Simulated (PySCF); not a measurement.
Working out the ionisation energy of Ne⁺

Ne⁺ [He] 2s2 2p5 (2P) → Ne²⁺ [He] 2s2 2p4 (3P). Computed with PySCF 2.14 in x2c-TZVPPall with one added diffuse shell each of s, p, d type (6s4p3d1f, 40 functions), with scalar relativity by spin-free X2C-1e. Frozen: nothing. Energies in hartree (1 hartree = 27.21139 eV):

```csv
part,Ne⁺ (lower),Ne²⁺ (upper)
UHF,-127.956910,-126.513784
MP2 opposite-spin,-0.164508,-0.123971
MP2 same-spin,-0.048914,-0.035651
```

Task: What does Hartree-Fock give?

Result: (-126.513784) − (-127.956910) = 1.443126 hartree = 39.269 eV.

Task: What do MP2 and SCS-MP2 (6/5 opposite-spin, 1/3 same-spin) give?

Result: The opposite-spin parts differ by 1.103 eV and the same-spin parts by 0.361 eV. MP2: 39.269 + (1.103) + (0.361) = 40.733 eV. SCS-MP2: 39.269 + 1.2 × (1.103) + (0.361)/3 = 40.713 eV.

A first-order spin-orbit estimate adds -0.005 eV to MP2 (valence and next inner shell), giving 40.728 eV against 40.963 eV (measured; NIST Atomic Spectra Database, ionization energies).

What remains against the reference includes basis incompleteness and correlation beyond second order.
